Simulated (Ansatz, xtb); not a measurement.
**Relative energy of two isomers of C5H5ClN2**

We compare a, `Cc1cnc(Cl)cn1`, a singlet, with b, `Cc1cncc(Cl)n1`, a singlet. Both are isolated molecules in the gas phase, relaxed with r2SCAN-D4/def2-SVP.

Energies in hartree; the thermal terms are from GFN2-xTB frequencies at re-optimised GFN2-xTB minima (ideal gas, soft modes damped towards free rotors, one conformer each, 298.15 K, 1 atm) and include the zero-point energy:

```
                              a           b
E, CCSD(T)/def2-SVP  −761.463190  −761.463518
    E, MP2/def2-SVP  −761.372974  −761.373307
  E, MP2/def2-TZVPP  −762.135376  −762.135863
  zero-point energy     0.091295     0.091304
       H(298 K) − E     0.099684     0.099694
       G(298 K) − E     0.058700     0.058674
```

Task: Correct the CCSD(T) difference for the basis set by the MP2 change, then work out ΔE, ΔE₀, ΔH and ΔG for a → b in kcal/mol (1 Eh = 627.51 kcal/mol) and the equilibrium ratio [b]/[a].

Result: 1. Differences b − a: CCSD(T) −0.000328, MP2 in the small set −0.000333, MP2 in the large set −0.000487 Eh.
2. ΔE = −0.000328 + (−0.000487 − (−0.000333)) = −0.000482 Eh = −0.30 kcal/mol.
3. ΔE₀ = ΔE + ΔZPE = −0.000482 + (+0.000009) Eh = −0.30 kcal/mol.
4. ΔH = ΔE + (+0.000010) Eh = −0.30 kcal/mol.
5. ΔG = ΔE + (−0.000026) Eh = −0.32 kcal/mol, so ΔS = (ΔH − ΔG)/T = +0.3 J/(mol K).
6. kT = 0.9442 mEh, so K = [b]/[a] = exp(−ΔG/kT) = exp(+0.54) ≈ 1.7.

The two are too close for this level to say which is favoured. An error of 1 kcal/mol in ΔG would change K by a factor of 5.4. Mirror images and further conformers aren't counted.

As drawn, both hold the same kinds of bond in the same numbers.

Other levels gave ΔE = −0.4 (GFN2-xTB); −0.1 (HF/STO-3G, GFN2-xTB geometries); −0.4 (r2SCAN-D4/def2-SVP//GFN2-xTB); −0.4 (r2SCAN-D4/def2-SVP); −0.3 (HF/def2-SVP); −0.2 (MP2/def2-SVP); −0.2 (CCSD(T)/def2-SVP) kcal/mol. The correlated steps freeze 12 core orbitals. Programs: Ansatz 0.2.0, xtb 6.7.1.
